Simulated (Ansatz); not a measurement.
Cost and result for the atomization energy of AlBrFHO, SMILES `[OH][Al]([F])[Br]` (5 atoms, 4 bonds).

Total charge 0; spin multiplicity 1. Correlated methods include outer-core shells of Br, which these sets cover unevenly. Scalar relativity is left out up to krypton. Geometry: relaxed with PBE0-D4/def2-TZVP. It is one conformer, not always the lowest. Program: Ansatz. Hardware: A = 2 threads of an AMD EPYC 7R13 on a shared host; B = 2 threads of an AMD EPYC 7R13 on a shared host and a share of an NVIDIA H100 80 GB. Times are those of one run each, without the atoms' runs, and a repeat can differ threefold. Electronic energies, without spin–orbit coupling; frozen cores. CCSD(T)/CBS adds CCSD(T) − MP2 in def2-TZVPP to the MP2 limit, and its time is that of the two runs behind it. T1 = 0.010. With those shells the extrapolation isn't a true limit. B3LYP takes the VWN-RPA correlation (the form of Gaussian; ORCA's B3LYP/G). HSE06 is the plane-wave form, built on full-range PBE exchange.

CCSD(T)/CBS is a level of theory with its own doubt, some kJ/mol a heavy atom from the limit and from the frozen cores, so smaller differences don't rank the functionals.

```json
{"level": "LDA (SPW92)/def2-TZVPP [A]", "functions": "166", "wall time": "1.3 s"}
{"level": "BLYP-D4/def2-TZVPP [A]", "functions": "166", "wall time": "1.9 s"}
{"level": "CCSD(T)/def2-TZVPP [B]", "functions": "166", "wall time": "2.3 s"}
{"level": "PBE-D4/def2-TZVPP (with forces) [A]", "functions": "166", "wall time": "2.4 s"}
{"level": "HSE06-D4/def2-TZVPP [A]", "functions": "166", "wall time": "2.5 s"}
{"level": "CAM-B3LYP-D4/def2-TZVPP [A]", "functions": "166", "wall time": "3.4 s"}
{"level": "B3LYP-D4/def2-TZVPP (with forces) [A]", "functions": "166", "wall time": "3.4 s"}
{"level": "r2SCAN-D4/def2-TZVPP (with forces) [A]", "functions": "166", "wall time": "3.5 s"}
{"level": "CCSD(T)/def2-SVP [A]", "functions": "83", "wall time": "4.2 s"}
{"level": "PBE-QIDH/def2-TZVPP [A]", "functions": "166", "wall time": "4.7 s"}
{"level": "CCSD(T)/def2-QZVPP [B]", "functions": "303", "wall time": "4.8 s"}
{"level": "B97M-V/def2-TZVPP [A]", "functions": "166", "wall time": "6.5 s"}
{"level": "CCSD(T)/CBS(def2)", "functions": "–", "wall time": "7.1 s"}
```

Task: What atomization energy does each give, and how far from CCSD(T)/CBS? (An estimate is asked.)

Result: Computed: 
| level | atomization (kcal/mol) | difference from CCSD(T)/CBS | per bond |
| --- | --- | --- | --- |
| LDA (SPW92)/def2-TZVPP [A] | 516.7 | 56.8 | 14.2 |
| BLYP-D4/def2-TZVPP [A] | 448.7 | -11.2 | -2.8 |
| CCSD(T)/def2-TZVPP [B] | 443.1 | -16.8 | -4.2 |
| PBE-D4/def2-TZVPP (with forces) [A] | 457.1 | -2.8 | -0.7 |
| HSE06-D4/def2-TZVPP [A] | 445.5 | -14.4 | -3.6 |
| CAM-B3LYP-D4/def2-TZVPP [A] | 451.4 | -8.5 | -2.1 |
| B3LYP-D4/def2-TZVPP (with forces) [A] | 446.3 | -13.6 | -3.4 |
| r2SCAN-D4/def2-TZVPP (with forces) [A] | 456.8 | -3.1 | -0.8 |
| CCSD(T)/def2-SVP [A] | 420.4 | -39.5 | -9.9 |
| PBE-QIDH/def2-TZVPP [A] | 448.4 | -11.5 | -2.9 |
| CCSD(T)/def2-QZVPP [B] | 453.4 | -6.5 | -1.6 |
| B97M-V/def2-TZVPP [A] | 452.5 | -7.4 | -1.9 |
| CCSD(T)/CBS(def2) | 459.9 | 0.0 | 0.0 |

Leaving LDA and LC-ωPBE aside and taking each functional with its dispersion term where it has one, the values, not all of them listed here, spread over 27.1 kcal/mol, from BHLYP-D4 to PBE-D4. LDA lies +62.0 kcal/mol from PBE without D4, its usual overbinding. From BLYP to BHLYP (50 % exact exchange), in def2-TZVPP and without D4, the atomization energy moves by −17.1 kcal/mol: exact exchange takes away binding that semilocal exchange gives to molecules. At CCSD(T), def2-SVP lies −39.5 kcal/mol from the extrapolated value and def2-TZVPP −16.8 kcal/mol: correlation converges slowly with the basis, and small sets miss more of it in the bonded molecule than in its fragments.
